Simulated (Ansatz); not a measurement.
Computed with r2SCAN-D4/def2-SVP (Ansatz, a quantum-chemistry and plane-wave program). No frequencies were computed at this level.

Ansatz 0.2 input:
```yaml
crystal:
  periodic: [false, false, false]
  atoms:
    - { symbol: Nb, position_ang: [0.000025, 0.000017, -0.000004] }
    - { symbol: Cl, position_ang: [1.387744, -1.492939, -0.969942] }
    - { symbol: Cl, position_ang: [1.816834, 1.222067, 0.718391] }
    - { symbol: Cl, position_ang: [-0.651481, -0.290451, 2.141688] }
    - { symbol: Cl, position_ang: [-1.816883, -1.2221, -0.718429] }
    - { symbol: Cl, position_ang: [-0.736232, 1.78341, -1.171702] }
basis:
  gaussian: { orbitals: def2-svp }
hamiltonian:
  xc: r2scan
  dispersion: d4
relax:
  max_steps: 150
```

Output:

```
Functional definition: r2SCAN
1252 factors; their error is unknown
mean field evaluation 1: about -64148.6039 eV, gradient 1.9e1 eV
mean field evaluation 2: about -64135.7902 eV, gradient 7.8e1 eV
mean field evaluation 4: about -64149.5029 eV, gradient 3.1e0 eV
mean field evaluation 8: about -64149.5183 eV, gradient 1.9e-2 eV
mean field evaluation 16: about -64149.4483 eV, gradient 1.2e-4 eV
mean field -64149.44826888 eV, -2357.4487418237 hartree, gradient 2.2e-5 eV, S^2 0.000000; 0 other end points of the search recorded, 0 dependent functions left out
reference -64149.44829605 eV, -2357.4487428222 hartree; 49, 49 occupied and 72, 72 virtual orbitals, 1252 factors
relax step   1: F+E_penalty+E_count = -64149.52443776 eV  Δ(F+E_penalty+E_count) = +0.000e0 eV  max|allowed force component| = 5.014e-1 eV/Å  Δτ_max = 0.0000 Å  (30 SCF iters, accepted)
these checks for a lower state are left out or cut short: starts, cluster_reference, orbital_swaps, neighbouring_geometries, increment
1252 factors; their error is unknown
mean field -64149.47639751 eV, -2357.4497755317 hartree, gradient 1.3e-5 eV, S^2 0.000000; 0 other end points of the search recorded, 0 dependent functions left out
reference -64149.47642463 eV, -2357.4497765284 hartree; 49, 49 occupied and 72, 72 virtual orbitals, 1252 factors
relax step   2: F+E_penalty+E_count = -64149.55175992 eV  Δ(F+E_penalty+E_count) = -2.732e-2 eV  max|allowed force component| = 1.778e-1 eV/Å  Δτ_max = 0.0385 Å  (33 SCF iters, accepted)
these checks for a lower state are left out or cut short: starts, cluster_reference, orbital_swaps, neighbouring_geometries, increment
1252 factors; their error is unknown
mean field evaluation 32: about -64149.4815 eV, gradient 6.2e-6 eV
mean field -64149.48148194 eV, -2357.4499623810 hartree, gradient 6.2e-6 eV, S^2 0.000000; 0 other end points of the search recorded, 0 dependent functions left out
reference -64149.48150907 eV, -2357.4499633782 hartree; 49, 49 occupied and 72, 72 virtual orbitals, 1252 factors
relax step   3: F+E_penalty+E_count = -64149.55708385 eV  Δ(F+E_penalty+E_count) = -5.324e-3 eV  max|allowed force component| = 3.763e-3 eV/Å  Δτ_max = 0.0122 Å  (33 SCF iters, accepted)
1252 factors; their error is unknown
mean field -64149.48148194 eV, -2357.4499623810 hartree, gradient 7.4e-6 eV, S^2 0.000000; 1 other end points of the search recorded, 0 dependent functions left out
reference -64149.48150907 eV, -2357.4499633782 hartree; 49, 49 occupied and 72, 72 virtual orbitals, 1252 factors
Total energy: -64149.55711099 eV, -2357.4527416973 hartree
Atom 0 at    -0.000047     0.000051     0.000032 Å, force     0.000468    -0.000740    -0.000423 eV/Å
Atom 1 at     1.402976    -1.509338    -0.980609 Å, force     0.001827    -0.001957    -0.001268 eV/Å
Atom 2 at     1.837448     1.236067     0.726630 Å, force    -0.001880    -0.001162    -0.000578 eV/Å
Atom 3 at    -0.658544    -0.293875     2.165317 Å, force    -0.000978    -0.000667     0.003763 eV/Å
Atom 4 at    -1.837608    -1.235927    -0.726522 Å, force     0.001874     0.001523     0.000801 eV/Å
Atom 5 at    -0.744217     1.803026    -1.184846 Å, force    -0.001312     0.003003    -0.002295 eV/Å
Dipole moment:     0.000006     0.000020     0.000004 e Å
```

Cost: roughly 60 core-seconds.
